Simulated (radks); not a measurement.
Problem. Radial electron density D(r) = 4 pi r^2 rho(r) of an atom or ion with 5 electrons. Method: scalar-relativistic Kohn-Sham, PBE, spin-polarised, spherical densities, finite nucleus; Fermi nuclear charge, rms radius of each element as measured or else 0.836 A^(1/3) + 0.57 fm; computed with a radial shooting solver on a logarithmic mesh with Libxc functionals.

r (bohr)  D(r) (e/bohr)  spin D(r)
0.007483          1.494     0.0697
0.00914           2.107     0.0982
0.01107           2.900      0.135
0.01342           3.940      0.183
0.01626           5.268      0.245
0.01986           6.987      0.324
0.02406           8.947      0.413
0.02916           11.14      0.513
0.03561           13.50      0.621
0.04315           15.57      0.720
0.05228           17.10      0.805
0.06335           17.72      0.881
0.07737           17.10      0.977
0.09375           15.31       1.16
0.1136            12.71       1.55
0.1387            9.941       2.32
0.1681            8.031       3.52
0.2037            7.303       5.09
0.2468            7.527       6.66
0.3015            7.881       7.64
0.3653            7.416       7.36
0.4426            5.853       5.85
0.5406            3.602       3.60
0.655             1.717       1.72
0.7936           0.5952      0.595
0.9616           0.1408      0.141
1.175           0.01913     0.0191
1.423          0.001589    0.00159

What is the nuclear charge?

Solution. Z = 16. The innermost maximum, from 1s, lies near gamma/Z bohr with gamma = sqrt(1 - (Z/c)^2) = 0.993, here 0.0621 bohr (found: 0.0639), and its height grows with Z. The density is that of the sulfur ion S11+ in [He] 2s1 2p2; the configuration itself is not fixed sharply by these data, and Z only to about a unit. D(r) has 2 maxima, at r = 0.0639, 0.304 bohr, and minima at 0.210 bohr, inside which lie 2.32 electrons.
